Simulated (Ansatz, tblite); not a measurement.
Spin states of Ag₂Se⁺, each relaxed with PBE-D4/def2-TZVP in Ansatz. Electronic energies in the gas phase.

In the def2 sets Ag takes a core potential; there is no spin–orbit coupling. The xTB rows come from tblite. LC-ωPBE has ω = 0.4 bohr⁻¹. Correlated methods freeze 9 core orbitals; core or outer-core shells of Ag, Se are correlated, in sets that lack core-valence functions. The structure comes from a short search, and lower isomers may exist.

Doublet geometry (C2v within 0.1 Å):

```xyz
3

Ag    0.565   -1.672    0.514
Ag   -0.327    1.075   -1.455
Se   -0.238    0.597    0.941
```

Quartet geometry (C2v within 0.1 Å):

```xyz
3

Ag   -0.372   -0.262    1.480
Ag   -1.149    0.445   -0.938
Se    1.521   -0.183   -0.542
```

⟨S²⟩: doublet 0.76 at PBE0-D4/def2-TZVP (pure 0.75), quartet 3.76 at PBE0-D4/def2-TZVP (pure 3.75).

Only these spin states were relaxed. The quartet has other bonds than the doublet, so the gap mixes isomer and spin.

| level | quartet − doublet (kcal/mol) | lowest of these |
| --- | --- | --- |
| GFN2-xTB | 45.4 | doublet |
| HF/def2-TZVP | 49.1 | doublet |
| r2SCANh-D4/def2-TZVP | 53.8 | doublet |
| PBE0-D4/def2-TZVP | 55.7 | doublet |
| ωB97M-V/def2-TZVP | 59.7 | doublet |
| CCSD(T)/def2-TZVP | 58.6 | doublet |

**Question.** Estimate the rows for GFN1-xTB, r2SCAN-D4/def2-TZVP, CAM-B3LYP-D4/def2-TZVP, LC-ωPBE/def2-TZVP, MP2/def2-TZVP, CCSD/def2-TZVP.

**Answer.** 
```csv
level,quartet − doublet (kcal/mol),lowest of these
GFN1-xTB,55.9,doublet
r2SCAN-D4/def2-TZVP,52.3,doublet
CAM-B3LYP-D4/def2-TZVP,56.8,doublet
LC-ωPBE/def2-TZVP,60.6,doublet
MP2/def2-TZVP,61.6,doublet
CCSD/def2-TZVP,58.5,doublet
```

The xTB methods have no spin-polarisation term.
